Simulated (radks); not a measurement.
Spherical quantum dot in the effective-mass picture: electrons in a parabolic well V = omega^2 r^2 / 2 with omega = 0.984, all in effective atomic units (hartree* = m*/eps^2 hartree, bohr* = eps/m* bohr), one dielectric constant everywhere. Calculated with a radial shooting solver with Libxc functionals: non-relativistic Kohn-Sham, LDA (Slater exchange, Perdew-Wang correlation), spin-polarised, spherical densities. Levels are named by radial order and angular momentum (1s, 1p, 1d, 2s, ...), and open shells are averaged over m. Results are scaled to m* = 0.135 and eps = 9.4, for which hartree* = 41.57 meV and bohr* = 3.685 nm.

N = 10, configuration 1s2 1p6 1d(up 2, down 0). This is the lowest configuration that the search found. Occupied and some empty levels:

level    occupation  eigenvalue (meV)  <r> (nm)
1s up             1            264.20     5.522
1s down           1            265.60     5.465
1p up             3            288.07     6.924
1p down           3            289.95     6.901
1d up             2            314.96     7.953
1d down           0            317.00     7.955
2s up             0            320.63     7.032
2s down           0            321.97     7.065
1f up             0            344.24     8.802
1f down           0            346.26     8.818
2p up             0            351.77     8.029
2p down           0            353.10     8.048

Energy (meV): total 1942.72, kinetic 345.01, external 766.92, Hartree 1004.7, exchange-correlation -173.88.
